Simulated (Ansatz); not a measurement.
Geometry optimisation, Ansatz 0.2.0, RHF/def2-mTZVP.

Input file:

```yaml
crystal:
  periodic: [false, false, false]
  atoms:
    - { symbol: Si, position_ang: [-0.445134, 1.060795, -0.438744] }
    - { symbol: S, position_ang: [1.586783, -1.187616, 1.24561] }
    - { symbol: F, position_ang: [-1.443606, 1.919113, -1.295581] }
    - { symbol: F, position_ang: [0.980548, 1.592336, -0.787479] }
    - { symbol: H, position_ang: [-0.734224, 1.220456, 0.967584] }
    - { symbol: H, position_ang: [0.5774, -1.762686, 0.56295] }
    - { symbol: O, position_ang: [-0.625817, -0.547518, -0.938857] }
    - { symbol: H, position_ang: [1.181586, -1.62004, 2.443623] }
    - { symbol: H, position_ang: [-1.077537, -0.674941, -1.759106] }
basis:
  gaussian: { orbitals: def2-mTZVP }
hamiltonian:
  xc: hf
relax:
  f_tol: 0.03
  max_steps: 50
```

Run as:

```bash
$ ansatz run input.yaml --threads 2 --pin off --max-ram 3072MiB --backend cpu --events-out ev --progress --plain --runs-dir out
```

Where does it end, and by what steps?

The forces met the threshold. The force dipped under the threshold on the way, but the program's further checks kept it going. After 45 steps the energy has fallen by 0.231 eV; F4 moved furthest, 1.67 Å.

```tsv
step	energy less start (eV)	largest force component (eV/Å)	accepted
0	0.0000	2.322	yes
2	-0.1794	0.490	yes
4	-0.1988	0.141	yes
6	-0.2069	0.151	yes
8	-0.2105	0.107	yes
10	-0.2134	0.127	yes
12	-0.2159	0.195	yes
14	-0.2187	0.088	yes
16	-0.2211	0.086	yes
18	-0.2225	0.043	yes
20	-0.2225	0.034	yes
22	-0.2245	0.056	yes
24	-0.2257	0.124	yes
26	-0.2267	0.111	yes
28	-0.2274	0.127	no
30	-0.2275	0.129	no
32	-0.2287	0.054	yes
34	-0.2292	0.055	yes
36	-0.2296	0.058	yes
38	-0.2300	0.042	yes
40	-0.2303	0.026	yes
42	-0.2305	0.020	yes
44	-0.2306	0.017	yes
45	-0.2307	0.029	yes
```

```xyz
9
Properties=species:S:1:pos:R:3
Si -0.624 1.494 -0.780
S 1.724 -2.492 1.744
F -2.171 1.596 -1.019
F 0.037 2.151 -2.041
H -0.249 2.211 0.421
H 1.118 -1.480 1.115
O -0.176 -0.045 -0.641
H 0.679 -2.762 2.530
H -0.338 -0.673 -1.330
```

The run took 71 s on 2 threads of AMD EPYC 7B13 (Zen 3), on a shared host, peak memory 0.27 GiB.
